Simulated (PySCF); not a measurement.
Rows and methods have been separated. Pair them.

C2H8S2Si.
SMILES: `CSCS[SiH3]`

The closed-shell ground state was solved 3 times with PySCF (density fitting, gas phase), always in the pcSseg-1 basis (146 functions), with these functionals: B3LYP, HF and OPBE. Isolated species at its PBE0-D3(BJ)/def2-SVP geometry (one conformer only).

```json
{"row": "P", "total energy (Eh)": "-1166.7308", "HOMO (eV)": "-5.62", "LUMO (eV)": "-0.91", "dipole (D)": "1.05"}
{"row": "Q", "total energy (Eh)": "-1164.3089", "HOMO (eV)": "-9.59", "LUMO (eV)": "3.45", "dipole (D)": "1.00"}
{"row": "R", "total energy (Eh)": "-1166.9197", "HOMO (eV)": "-6.56", "LUMO (eV)": "-0.24", "dipole (D)": "1.01"}
```

Which functional belongs to which row?

P = OPBE, Q = HF, R = B3LYP. By rising HOMO–LUMO gap: OPBE (GGA) 4.71 eV; B3LYP (global hybrid, 20 % exact exchange) 6.32 eV; HF (all exact exchange) 13.04 eV. Total energies of different functionals aren't bounds to one another; each is stationary for its own functional.

Conformer computed: `[CH3:1][S:2][CH2:3][S:4][SiH3:5]`: C1–S2–C3–S4 61°, S2–C3–S4–Si5 46°.
